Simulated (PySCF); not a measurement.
CuF (SMILES [F][Cu]), singlet, geometry from GFN2-xTB (such geometries of metal compounds can be far from the true shape).

The PySCF input:
```python
from pyscf import gto, scf, dft

mol = gto.Mole()
mol.atom = '''
    Cu   -0.00000000   -0.00000000   -0.40615773
    F     0.00000000    0.00000000    1.30873047
'''
mol.basis = 'aug-cc-pvdz'
mol.verbose = 4
mol.build()

mf = dft.RKS(mol)
mf.xc = 'lda,vwn'
mf.kernel()
mf.analyze()
```

Q: What total energy does SVWN5/aug-cc-pVDZ (PySCF) give?

A: -1737.0312 Eh

Q: What HOMO-LUMO gap does SVWN5/aug-cc-pVDZ give?

A: 1.94 eV

Q: What is the computed HOMO energy (SVWN5/aug-cc-pVDZ)?

A: -6.23 eV

Q: Predict the number of basis functions from SVWN5/aug-cc-pVDZ.

A: 82
